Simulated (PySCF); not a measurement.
C₂H₆FNZn, SMILES C[N](C)[Zn][F]. The structure is a stationary point at B3LYP-D3(BJ)/def2-SVP. The structure was generated by enumeration; whether it is a known compound was not checked. The values are those of a single conformer.

Task: Give the equilibrium geometry at B3LYP-D3(BJ)/def2-SVP (PySCF confirms it by a frequency run) as Cartesian coordinates in Å, and its point group. (The exact figures need the calculation; the answer reports its results.)

Result: This is not unique; one that fits is point group Cs.
```xyz
11

Zn    -0.6981     0.0018     0.0000
F     -2.4416     0.0174     0.0000
N      1.1087    -0.1620     0.0000
C      1.8779     0.0362    -1.2071
C      1.8779     0.0362     1.2071
H      2.7472    -0.6538    -1.2413
H      2.2899     1.0654    -1.3107
H      1.2739    -0.1667    -2.1069
H      2.2899     1.0654     1.3107
H      2.7472    -0.6538     1.2413
H      1.2739    -0.1667     2.1069
```
